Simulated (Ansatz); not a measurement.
CH$_{7}$AlOSi, relaxed with RKS PBE0-D4/def2-TZVP in Ansatz from a PBE-D4/def2-SVP geometry. The force threshold is 0.005 eV/Å; the program also tests the step.

Total charge 0; spin multiplicity 1. The bonds changed during the relaxation, so this is another structure than the one it started from.

Start:

```xyz
11

O     0.437    0.953   -1.384
C     1.092   -0.422   -1.343
Al    0.652    0.192    0.477
Si   -1.533   -0.369    1.439
H     1.077    1.624   -1.690
H     2.119   -0.364   -1.750
H     0.467   -1.101   -1.951
H     1.800    1.036    1.214
H    -1.413   -1.471    2.468
H    -2.494   -0.869    0.386
H    -2.205    0.790    2.135
```

(1) How much energy does the relaxation release, and in how many steps? (An estimate is asked.)

(2) Which bonds change most? (Best estimate.)

(3) Give the relaxed structure. (Estimate.)

Answers

(1) Computed: 0.92 kcal/mol, in 7 steps.

(2) Ansatz gave: O1–Al3 from 2.023 to 1.970 Å; C2–Al3 from 1.970 to 1.947 Å; C2–H7 from 1.105 to 1.087 Å; Si4–H10 from 1.511 to 1.493 Å.

(3) Computed: 
```xyz
11

O     0.437    0.937   -1.358
C     1.099   -0.427   -1.339
Al    0.641    0.185    0.451
Si   -1.532   -0.368    1.433
H     1.041    1.609   -1.685
H     2.116   -0.342   -1.720
H     0.499   -1.079   -1.968
H     1.781    1.002    1.202
H    -1.408   -1.446    2.459
H    -2.499   -0.863    0.409
H    -2.175    0.792    2.116
```
